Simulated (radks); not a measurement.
Problem. These are the eigenvalues of the occupied orbitals of an atom or ion with whole-number occupations (hartree). All-electron calculation, Dirac Kohn-Sham, BLYP, spin-unpolarised, spherical densities, finite nucleus; Fermi nuclear charge, rms radius of each element as measured or else 0.836 A^(1/3) + 0.57 fm. Program: a radial shooting solver on a logarithmic mesh with Libxc functionals.

orbital  eigenvalue
1s1/2     -2398.358
2s1/2     -470.6299
2p1/2     -453.1366
2p3/2     -411.8335
3s1/2     -161.2543
3p1/2     -153.6496
3p3/2     -144.4238
3d3/2     -131.7968
3d5/2     -129.7449

Which element is it, and in what charge state? The configuration may be excited. Open shells, if any, are shared by 2j + 1.

Solution. Z = 71, lutetium, charge +43: Lu43+ in [Ar] 3d10. The list shows which subshells hold electrons but not how many an open one holds; the 1s level, -2398.4 hartree, gives Z - s = 69.3 by -(Z - s)^2/2, which with screening and relativity narrows Z to a few neighbours, and the depths of the outer levels then fix element, charge and occupations together.
